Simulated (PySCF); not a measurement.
## `C(=CC#N)=C=C[SiH3]`, C$_{5}$H$_{5}$NSi

Geometry:
```json
{"atom": "N1", "x (Å)": "3.082", "y (Å)": "2.520", "z (Å)": "1.401"}
{"atom": "C2", "x (Å)": "2.768", "y (Å)": "1.545", "z (Å)": "0.855"}
{"atom": "C3", "x (Å)": "2.422", "y (Å)": "0.339", "z (Å)": "0.180"}
{"atom": "C4", "x (Å)": "1.167", "y (Å)": "-0.071", "z (Å)": "0.031"}
{"atom": "C5", "x (Å)": "-0.025", "y (Å)": "-0.483", "z (Å)": "-0.122"}
{"atom": "C6", "x (Å)": "-1.280", "y (Å)": "-0.873", "z (Å)": "-0.252"}
{"atom": "Si7", "x (Å)": "-2.727", "y (Å)": "0.126", "z (Å)": "0.418"}
{"atom": "H8", "x (Å)": "3.254", "y (Å)": "-0.253", "z (Å)": "-0.222"}
{"atom": "H9", "x (Å)": "-1.474", "y (Å)": "-1.818", "z (Å)": "-0.779"}
{"atom": "H10", "x (Å)": "-2.201", "y (Å)": "1.287", "z (Å)": "1.188"}
{"atom": "H11", "x (Å)": "-3.568", "y (Å)": "0.594", "z (Å)": "-0.725"}
{"atom": "H12", "x (Å)": "-3.561", "y (Å)": "-0.753", "z (Å)": "1.293"}
```

Method used: TDDFT CAM-B3LYP/def2-TZVPD excited states, vertical, gas phase in PySCF 2.14.0. Geometry: PBE0-D3(BJ)/def2-SVP.

Singlets 5 and 6 lie within 0.01 eV of each other, so their separate moments and overlaps can depend on how they mix.

(1) Give the one- and two-photon strengths of the lowest singlets.

Results:

(1) δ for parallel linear polarisation; σ at the peak of a Lorentzian of half width 0.1 eV, single beam; Ω is circular over linear.
| state | E (eV) | f | photon λ (nm) | δ (au) | σ (GM) | Ω | main |
| --- | --- | --- | --- | --- | --- | --- | --- |
| S1 | 3.48 | 0.000 | 712 | 0.38 | 0.00 | 1.50 | HOMO−1→LUMO 0.98 |
| S2 | 4.65 | 0.706 | 533 | 16 | 0.13 | 0.62 | HOMO→LUMO 0.95 |
| S3 | 5.75 | 0.000 | 431 | 2.45 | 0.03 | 1.47 | HOMO→LUMO+2 0.58, HOMO→LUMO+1 0.11 |
| S4 | 5.83 | 0.000 | 425 | 0.98 | 0.01 | 1.49 | HOMO−2→LUMO 0.83 |
| S5 | 6.54 | 0.008 | 379 | 606 | 9.50 | 0.63 | HOMO→LUMO+1 0.58, HOMO−3→LUMO 0.19 |
| S6 | 6.55 | 0.025 | 379 | 1890 | 29.68 | 0.59 | HOMO−3→LUMO 0.63, HOMO→LUMO+1 0.18 |

Among these, the strongest one-photon state is S2, the strongest two-photon state S6, with a dipole change of 2.0 D (relaxed, norm of the difference vector).
